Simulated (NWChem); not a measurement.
System: CH3F2Ga; SMILES [F][Ga]([F])[CH3]

Input file for NWChem:

```
start job
memory heap 200 mb stack 900 mb global 1100 mb
geometry units angstroms noautoz
  Ga    -0.003024    -0.015392     0.001284
  F     -1.448313     0.967317    -0.002531
  F      1.430912     0.984202    -0.002281
  C      0.010789    -1.950063     0.003082
  H      0.643117    -2.315299     0.824814
  H      0.434174    -2.311468    -0.945527
  H     -1.009258    -2.339257     0.118445
end
basis spherical
  * library sto-3g
end
dft
  xc hfexch
  iterations 150
  mulliken
end
task dft energy
```

The geometry was optimised at PBE0/def2-SVP.

**Question.** Give the results of this calculation. (Hartree-Fock/STO-3G.) Quantities: basis functions; energy (Ha); highest occupied level (eV); orbital gap (eV); dipole (D).

**Answer.** 
- number of basis functions: 36
- energy (Ha): -2136.13
- highest occupied level (eV): -7.73
- orbital gap (eV): 13.55
- dipole (D): 1.38
